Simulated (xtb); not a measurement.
HAl, singlet, from a rough starting geometry (GFN-xTB shapes and energies of metal compounds can be far from the true ones); GFN2-xTB (xtb).

Input for xtb:
```
$ xtb mol.xyz --gfn 2 --opt vtight --json

# file mol.xyz
2

Al     0.45143300     0.10090143    -0.63415889
H     -0.45709158    -0.08633423     0.63631119
```

What the program printed (banner, timings and long lists left out):

```
   ID    Z sym.   atoms
    1   13 Al     1
    2    1 H      2

           -------------------------------------------------
          |                Calculation Setup                |
           -------------------------------------------------

           -------------------------------------------------
          |                 G F N 2 - x T B                 |
           -------------------------------------------------

          ...................................................
          :                      SETUP                      :
          :.................................................:
          :  # basis functions                  11          :
          :  # atomic orbitals                  10          :
          :  # shells                            4          :
          :  # electrons                         4          :
          :  max. iterations                   250          :
          :  Hamiltonian                  GFN2-xTB          :
          :  restarted?                      false          :
          :  GBSA solvation                  false          :
          :  PC potential                    false          :
          :  electronic temp.          300.0000000     K    :
          :  accuracy                    1.0000000          :
          :  -> integral cutoff          0.2500000E+02      :
          :  -> integral neglect         0.1000000E-07      :
          :  -> SCF convergence          0.1000000E-05 Eh   :
          :  -> wf. convergence          0.1000000E-03 e    :
          :  Broyden damping             0.4000000          :
          :  net charge                          0          :
          :  unpaired electrons                  0          :
          ...................................................

 iter      E             dE          RMSdq      gap      omega  full diag
   1     -1.4863290 -0.148633E+01  0.165E+01    2.30       0.0  T
   2     -1.4912353 -0.490630E-02  0.113E+01    2.18       1.0  T
   3     -1.4913836 -0.148279E-03  0.874E+00    2.24       1.0  T
   4     -1.4919477 -0.564081E-03  0.271E+00    2.24       1.0  T
   5     -1.4928450 -0.897289E-03  0.238E-01    2.28       1.0  T
   6     -1.4928486 -0.361861E-05  0.521E-02    2.27       1.4  T
   7     -1.4928489 -0.237435E-06  0.103E-02    2.27       6.8  T
   8     -1.4928489 -0.104552E-07  0.156E-03    2.27      45.3  T
   9     -1.4928489 -0.539087E-10  0.202E-04    2.27     349.5  T
  10     -1.4928489 -0.712075E-11  0.237E-06    2.27   29879.4  T

   *** convergence criteria satisfied after 10 iterations ***

         :::::::::::::::::::::::::::::::::::::::::::::::::::::
         ::                     SUMMARY                     ::
         :::::::::::::::::::::::::::::::::::::::::::::::::::::
         :: total energy              -1.487581184728 Eh    ::
         :: gradient norm              0.010375911643 Eh/a0 ::
         :: HOMO-LUMO gap              2.269310027797 eV    ::
         ::.................................................::
         :: SCC energy                -1.492848862008 Eh    ::
         :: -> isotropic ES            0.005957598706 Eh    ::
         :: -> anisotropic ES          0.002966687193 Eh    ::
         :: -> anisotropic XC         -0.003251221327 Eh    ::
         :: -> dispersion             -0.000587181939 Eh    ::
         :: repulsion energy           0.005267677280 Eh    ::
         :: add. restraining           0.000000000000 Eh    ::
         :: total charge               0.000000000000 e     ::
         :::::::::::::::::::::::::::::::::::::::::::::::::::::

      -----------------------------------------------------------
     |                   =====================                   |
     |                        A N C O P T                        |
     |                   =====================                   |
     |               Approximate Normal Coordinate               |
     |                Rational Function Optimizer                |
      -----------------------------------------------------------
      -----------------------------------------------------------
     |                   =====================                   |
     |                        A N C O P T                        |
     |                   =====================                   |
     |               Approximate Normal Coordinate               |
     |                Rational Function Optimizer                |
      -----------------------------------------------------------

          ...................................................
          :                      SETUP                      :
          :.................................................:
          :   optimization level         verytight          :
          :   max. optcycles                   200          :
          :   ANC micro-cycles                  20          :
          :   degrees of freedom                 1          :
          :.................................................:
          :   RF solver                   davidson          :
          :   write xtbopt.log                true          :
          :   linear (good luck)              true          :
          :   energy convergence         0.1000000E-06 Eh   :
          :   grad. convergence          0.2000000E-03 Eh/α :
          :   maxmium RF displ.          1.0000000          :
          :   Hlow (freq-cutoff)         0.1000000E-01      :
          :   Hmax (freq-cutoff)         5.0000000          :
          :   S6 in model hess.         20.0000000          :
          ...................................................

generating ANC from exact Hessian ...
Using Lindh-Hessian (1995)
 Shifting diagonal of input Hessian by    0.0000000000000000
 Lowest  eigenvalues of input Hessian
    0.000000    0.000000    0.000000    0.000000    0.000000    0.306176
 Highest eigenvalues
    0.000000    0.000000    0.000000    0.000000    0.000000    0.306176

[...]
 * total energy  :    -1.4875812 Eh     change       -0.2442491E-14 Eh
 * total energy  :    -1.4878143 Eh     change       -0.2331414E-03 Eh
 * total energy  :    -1.4878483 Eh     change       -0.3401972E-04 Eh
 * total energy  :    -1.4878486 Eh     change       -0.2752161E-06 Eh
 * total energy  :    -1.4878487 Eh     change       -0.6684173E-07 Eh
   *** GEOMETRY OPTIMIZATION CONVERGED AFTER 5 ITERATIONS ***
[...]

 selected dihedral angles (degree)
 ---------------------------------

           -------------------------------------------------
          |                Final Singlepoint                |
           -------------------------------------------------

          ...................................................
          :                      SETUP                      :
          :.................................................:
          :  # basis functions                  11          :
          :  # atomic orbitals                  10          :
          :  # shells                            4          :
          :  # electrons                         4          :
          :  max. iterations                   250          :
          :  Hamiltonian                  GFN2-xTB          :
          :  restarted?                      false          :
          :  GBSA solvation                  false          :
          :  PC potential                    false          :
          :  electronic temp.          300.0000000     K    :
          :  accuracy                    1.0000000          :
          :  -> integral cutoff          0.2500000E+02      :
          :  -> integral neglect         0.1000000E-07      :
          :  -> SCF convergence          0.1000000E-05 Eh   :
          :  -> wf. convergence          0.1000000E-03 e    :
          :  Broyden damping             0.4000000          :
          :  net charge                          0          :
          :  unpaired electrons                  0          :
          ...................................................

 iter      E             dE          RMSdq      gap      omega  full diag
   1     -1.4917544 -0.149175E+01  0.226E-06    2.29       0.0  T
   2     -1.4917544 -0.666134E-15  0.127E-06    2.29   55726.7  T
   3     -1.4917544  0.155431E-14  0.131E-06    2.29   54161.0  T

   *** convergence criteria satisfied after 3 iterations ***

         :::::::::::::::::::::::::::::::::::::::::::::::::::::
         ::                     SUMMARY                     ::
         :::::::::::::::::::::::::::::::::::::::::::::::::::::
         :: total energy              -1.487848687915 Eh    ::
         :: gradient norm              0.000000534547 Eh/a0 ::
         :: HOMO-LUMO gap              2.293477946505 eV    ::
         ::.................................................::
         :: SCC energy                -1.491754381074 Eh    ::
         :: -> isotropic ES            0.006381945280 Eh    ::
         :: -> anisotropic ES          0.003219180750 Eh    ::
         :: -> anisotropic XC         -0.003476552858 Eh    ::
         :: -> dispersion             -0.000599535107 Eh    ::
         :: repulsion energy           0.003905693159 Eh    ::
         :: add. restraining           0.000000000000 Eh    ::
         :: total charge              -0.000000000000 e     ::
         :::::::::::::::::::::::::::::::::::::::::::::::::::::

           -------------------------------------------------
          |                Property Printout                |
           -------------------------------------------------

    * Orbital Energies and Occupations

         #    Occupation            Energy/Eh            Energy/eV
      -------------------------------------------------------------
         1        2.0000           -0.4310685             -11.7300
         2        2.0000           -0.3181800              -8.6581 (HOMO)
         3                         -0.2338962              -6.3646 (LUMO)
         4                         -0.2338962              -6.3646
         5                         -0.1947978              -5.3007
         6                         -0.1395564              -3.7975
         7                         -0.1395564              -3.7975
         8                         -0.1321200              -3.5952
         9                         -0.1321200              -3.5952
        10                          0.6694556              18.2168
      -------------------------------------------------------------
                  HL-Gap            0.0842838 Eh            2.2935 eV
             Fermi-level           -0.2760381 Eh           -7.5114 eV

     #   Z          covCN         q      C6AA      α(0)
     1  13 Al       0.861     0.246   369.769    50.133
     2   1 H        0.861    -0.246    15.160     6.099

 Mol. C6AA /au·bohr⁶  :        518.123910
 Mol. C8AA /au·bohr⁸  :      40155.937320
 Mol. α(0) /au        :         56.232142

Wiberg/Mayer (AO) data.
largest (>0.10) Wiberg bond orders for each atom

 ---------------------------------------------------------------------------
     #   Z sym  total        # sym  WBO       # sym  WBO       # sym  WBO
 ---------------------------------------------------------------------------
     1  13 Al   0.939 --     2 H    0.939
     2   1 H    0.939 --     1 Al   0.939
 ---------------------------------------------------------------------------

Topologies differ in total number of bonds
Writing topology from bond orders to xtbtopo.mol

molecular dipole:
                 x           y           z       tot (Debye)
 q only:        0.434       0.089      -0.606
   full:        0.358       0.074      -0.501       1.577
molecular quadrupole (traceless):
                xx          xy          yy          xz          yz          zz
 q only:       -0.005       0.008       0.006       0.006      -0.012      -0.001
  q+dip:       -0.004       0.024      -0.075      -0.112      -0.034       0.079
   full:       -0.005      -0.330       1.568       2.289       0.461      -1.563

optimized geometry written to: xtbopt.xyz

           -------------------------------------------------
          | TOTAL ENERGY               -1.487848687915 Eh   |
          | GRADIENT NORM               0.000000534547 Eh/α |
          | HOMO-LUMO GAP               2.293477946505 eV   |
           -------------------------------------------------

normal termination of xtb
```
